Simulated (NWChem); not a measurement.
Species: cyclotrisilazane (Si3N3H9); SMILES N1[SiH2]N[SiH2]N[SiH2]1

```xyz
15

Si     1.2952     1.2952    -0.0130
N      1.5632    -0.4189    -0.0127
Si     0.4741    -1.7692    -0.0130
N     -1.1444    -1.1444    -0.0127
Si    -1.7692     0.4741    -0.0130
N     -0.4189     1.5632    -0.0127
H      1.9364     1.9364    -1.2086
H      1.9370     1.9370     1.1819
H      2.5461    -0.6822    -0.0127
H      0.7088    -2.6452    -1.2086
H      0.7090    -2.6460     1.1819
H     -1.8639    -1.8639    -0.0127
H     -2.6460     0.7090     1.1819
H     -2.6452     0.7088    -1.2086
H     -0.6822     2.5461    -0.0127
```
Atoms are numbered in this order, from 1.

All runs: NWChem. Pople sets run with spherical d functions. The geometry was optimised at PBE0/def2-SVP. Not confirmed as a minimum by frequencies. Vertical excitations in the gas phase; the lowest state need not have the same character in each row.

| level | lowest excitation, singlet (eV) | oscillator strength of that lowest state | lowest state with f > 0.02, singlet (eV) | orbital gap (eV) |
|---|---|---|---|---|
| PBE/6-31G*, TDA | 5.41 | 0.000 | 5.70 | 5.37 |
| B3LYP/6-31G*, TDA | 6.13 | 0.000 | 6.39 | 7.18 |
| BHandHLYP/6-31G*, TDA | ? | 0.000 | ? | ? |
| CAM-B3LYP/6-31G*, TDA | 6.50 | 0.000 | 6.86 | 9.97 |

Task: Fill in the missing entries.

Result: 
- BHandHLYP/6-31G*, TDA, lowest excitation, singlet (eV): 6.83
- BHandHLYP/6-31G*, TDA, lowest state with f > 0.02, singlet (eV): 7.20
- BHandHLYP/6-31G*, TDA, orbital gap (eV): 9.77
